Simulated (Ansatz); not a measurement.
```xyz
10

B     2.2382    0.3716    0.2989
C     0.8531    1.0064    0.4631
C    -0.2402    0.3389    0.1211
C    -1.2581   -0.3260   -0.2151
C    -2.3175   -1.0167   -0.5647
H     2.3283   -0.7356   -0.1415
H     3.2218    0.9780    0.6084
H     0.7207    2.0122    0.8602
H    -2.2282   -2.0224   -0.9647
H    -3.3180   -0.6062   -0.4658
```

Charge 0, multiplicity 1.

Q: List the CAM-B3LYP/def2-TZVPP orbital energies in eV (Ansatz 0.2.0). (An estimate is asked.)

A: Computed: Occupied: -280.00, -279.92, -279.60, -278.98, -185.51, -24.59, -22.91, -20.39, -16.14, -15.52, -14.89, -14.48, -12.08, -11.82, -10.76, -8.91, -8.74. Lowest empty: -1.78, 1.10, 1.66, 2.24, 2.62, 3.15, 3.46, 4.35.
